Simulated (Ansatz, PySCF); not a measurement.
Ga(Cl)2(SH) (Cl2GaHS), SMILES [Cl][Ga]([SH])[Cl]. Atoms are numbered in the order given.

```xyz
5

Ga     0.0128     0.0018    -0.0008
Cl     2.0515    -0.6570    -0.0745
Cl    -1.0301    -0.1001     1.8756
S     -0.9726     0.7607    -1.8095
H     -2.1361     0.9910    -1.1548
```
Charge 0, spin multiplicity 1.

Geometry: B3LYP-D3(BJ)/def2-SVP. The structure was generated by enumeration; whether it is a known compound was not checked. Other conformers were not sampled.

Two levels are set side by side: PBE-D3(BJ)/def2-SVP (Ansatz, a first-principles code) and B3LYP-D3(BJ)/def2-SVP (Ansatz). Each level has its own optimised geometry; the coordinates shown are those of the second. Frequencies come from the Hessian of PySCF at each geometry. Differences are taken from unrounded values.

```
quantity                            B3LYP-D3(BJ)
----------------------------------  ------------
mean bond length (Å)                       1.961
bond Ga1–Cl2 (Å)                           2.144
bond Ga1–Cl3 (Å)                           2.149
bond Ga1–S4 (Å)                            2.195
bond S4–H5 (Å)                             1.355
highest harmonic wavenumber (cm⁻¹)          2669
mean harmonic wavenumber (cm⁻¹)              586
zero-point energy (kcal/mol)                7.54
```

Question: What does PBE-D3(BJ) give, and how far is it from B3LYP-D3(BJ)? (An estimate is asked for; the answer gives what the named calculation found.)

Answer: 
```csv
quantity,PBE-D3(BJ),PBE-D3(BJ) minus B3LYP-D3(BJ)
mean bond length (Å),1.966,0.005
bond Ga1–Cl2 (Å),2.147,0.003
bond Ga1–Cl3 (Å),2.153,0.004
bond Ga1–S4 (Å),2.198,0.003
bond S4–H5 (Å),1.364,0.010
highest harmonic wavenumber (cm⁻¹),2614,-55
mean harmonic wavenumber (cm⁻¹),572,-14
zero-point energy (kcal/mol),7.37,-0.18
```
